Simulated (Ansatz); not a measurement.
Two structures of SiH4SeF2, singlet, reached by relaxing down either side of one saddle point (PBE0-D4/def2-TZVP). Energies are electronic, without zero-point energy. Program: Ansatz 0.2.0. Basis: def2-TZVPP and def2-QZVPP. Cores are frozen in the correlated methods. Filled d shells of the heavier atoms are correlated. The def2 sets are not built for correlating such inner shells, so the correlated values are less sure here. Extrapolation: Hartree–Fock as exp(−7.88 √X), correlation as X^−2.97. First:

```json
{"atom": "Si1", "x (Å)": "-0.8987", "y (Å)": "-0.8993", "z (Å)": "-0.3673"}
{"atom": "H2", "x (Å)": "-0.9265", "y (Å)": "-0.8091", "z (Å)": "1.1025"}
{"atom": "F3", "x (Å)": "-1.0803", "y (Å)": "0.5525", "z (Å)": "-0.9891"}
{"atom": "F4", "x (Å)": "-2.1663", "y (Å)": "-1.7454", "z (Å)": "-0.8216"}
{"atom": "H5", "x (Å)": "0.2954", "y (Å)": "-1.5344", "z (Å)": "-0.9501"}
{"atom": "H6", "x (Å)": "1.2348", "y (Å)": "1.6669", "z (Å)": "1.7006"}
{"atom": "Se7", "x (Å)": "2.0280", "y (Å)": "0.9511", "z (Å)": "0.6955"}
{"atom": "H8", "x (Å)": "1.5135", "y (Å)": "1.8178", "z (Å)": "-0.3704"}
```

Second:

Si1  (0.046, -0.495, -1.214)
H2  (-0.799, 0.065, 3.232)
F3  (-0.370, 0.191, -2.580)
F4  (-1.298, -0.631, -0.384)
H5  (0.597, -1.833, -1.481)
H6  (-0.402, 0.076, 2.599)
Se7  (1.567, 0.736, -0.107)
H8  (0.659, 1.892, -0.065)
(Å)

Problem. Which bonds change from the first to the second?

Solution. SiH₂F₂ ([F][SiH2][F]) + H₂Se → SiH₂SeF₂ ([F][SiH]([F])[SeH]) + H₂; bonds formed: Si1–Se7, H2–H6; bonds broken: Si1–H2, H6–Se7.

Problem. Give the saddle point's structure and its height above each. (Judge from chemistry; the value comes from the calculation.)

Solution. Computed: 2.006 eV above the first and 2.359 eV above the second (CCSD(T) at an estimated basis limit (MP2 extrapolated from triple and quadruple zeta, plus CCSD(T) − MP2 in triple zeta)).
Si1  (-0.345, -0.548, -0.374)
H2  (-0.650, -0.171, 1.247)
F3  (-0.771, 0.500, -1.485)
F4  (-1.753, -1.309, -0.225)
H5  (0.559, -1.688, -0.566)
H6  (0.200, 0.238, 1.117)
Se7  (1.727, 0.843, 0.184)
H8  (1.034, 2.136, 0.101)
(Å)

The T1 diagnostic stays at or below 0.012.

Labels in which every atom is bracketed show which atoms are joined, not bond orders.

For scale, one of the runs: CCSD(T)/def2-TZVPP, 208 basis functions, launched by `ansatz run in.yaml --threads 4 --pin off --events-out ev --progress --plain --max-ram 9574MiB`. Hardware: 4 CPU threads of an Intel Xeon Platinum 8488C, shared host. Wall time 53 s; peak host memory 2.9 GiB.
